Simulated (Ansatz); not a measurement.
Ansatz (an electronic-structure program) input (r2SCAN/def2-TZVPD):

Ansatz 0.2 input:
```yaml
crystal:
  periodic: [false, false, false]
  atoms:
    - {symbol: F, position_ang: [-0.00000000, -0.00000000, -1.19889826]}
    - {symbol: B, position_ang: [0.00000000, 0.00000000, 0.08714772]}
    - {symbol: O, position_ang: [0.00000000, 0.00000000, 1.29429322]}
basis:
  gaussian:
    orbitals: def2-TZVPD
hamiltonian:
  xc: {name: r2SCAN}
magnetization: {spin_polarized: true, initial_magnetization: 2}
```

Output:

```
Functional definition: r2SCAN
integrals: 0.03 GiB planned
546 factors; their error is unknown
mean field: 0.36 GiB planned
mean field evaluation 1: about -5430.9970 eV, gradient 3.1e1 eV
mean field evaluation 2: about -5417.5518 eV, gradient 6.5e1 eV
mean field evaluation 4: about -5434.4777 eV, gradient 9.0e0 eV
mean field evaluation 8: about -5434.7439 eV, gradient 1.5e-1 eV
mean field evaluation 16: about -5434.7409 eV, gradient 6.1e-5 eV
mean field evaluation 32: about -5434.7409 eV, gradient 7.4e-6 eV
mean field evaluation 64: about -5433.6678 eV, gradient 1.1e0 eV
mean field -5434.74093707 eV, -199.7230456377 hartree, gradient 2.9e-5 eV, S^2 2.003711; 9 other end points of the search recorded, 0 dependent functions left out
reference -5434.74096301 eV, -199.7230465909 hartree; 12, 10 occupied and 105, 107 virtual orbitals, 546 factors
Total energy: -5434.74096301 eV, -199.7230465909 hartree
```

This state (charge 0, triplet) is run at the relaxed geometry of the species with charge 0 and multiplicity 1, and is a spin state other than that species' own.
